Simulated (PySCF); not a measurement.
Harmonic spectrum computed at PBE0 in the def2-TZVP basis family (core potentials from Rb on, PySCF, no spin–orbit coupling):

```tsv
symmetry	ω (cm⁻¹)	IR (km/mol)
a	357	0.9
a	521	145
b	534	104
b	819	194
a	829	58.9
a	1186	20.7
b	1187	50.9
b	3792	124
a	3796	14.9
```

Which molecule gave it? In each, all ligands are bound to the one heavy central atom.
A. P(OH)₂ (doublet)
B. S(OH)₂ (singlet)
C. Si(OH)₂ (singlet)
D. In(OH)₂ (doublet)

B. It has C2 symmetry with O–H 0.965 Å (×2), S–O 1.635 Å (×2).
